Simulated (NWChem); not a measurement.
Basis-set convergence for HClOPb

```xyz
4

Pb    -0.3687    -0.1743     0.0000
Cl     1.1915     1.7584     0.0000
O      1.1470    -1.6329     0.0000
H      0.7996    -2.5342     0.0000
```
Charge 0, spin multiplicity 1.

Program: NWChem. Structure: optimised with PBE0/def2-SVP with def2 effective core potentials on Pb, a minimum by its harmonic frequencies. It is one conformer; others weren't searched.

Quantity: dipole moment at the level B3LYP.

Effective core potentials replace the inner electrons of Pb; spin-orbit coupling is left out. B3LYP has NWChem's definition, with VWN1-RPA local correlation. The structure started from a generated list of species.

Costs are rough ratios of processor time within this set of runs, SCF included, with def2-SVP as 1.

| basis | functions | dipole moment (D) | relative cost |
|---|---|---|---|
| def2-SVP | 63 | (withheld) | 1 |
| def2-SVPD | 90 | (withheld) | under 3 |
| def2-TZVP | 124 | (withheld) | under 3 |
| def2-TZVPP | 137 | 5.31 | under 3 |
| def2-TZVPD | 151 | 5.32 | 4 |
| def2-QZVP | 239 | 5.32 | 40 |

Q: Some entries are withheld; supply them.

A: 
- def2-SVP, dipole moment (D): 5.02
- def2-SVPD, dipole moment (D): 5.42
- def2-TZVP, dipole moment (D): 5.37
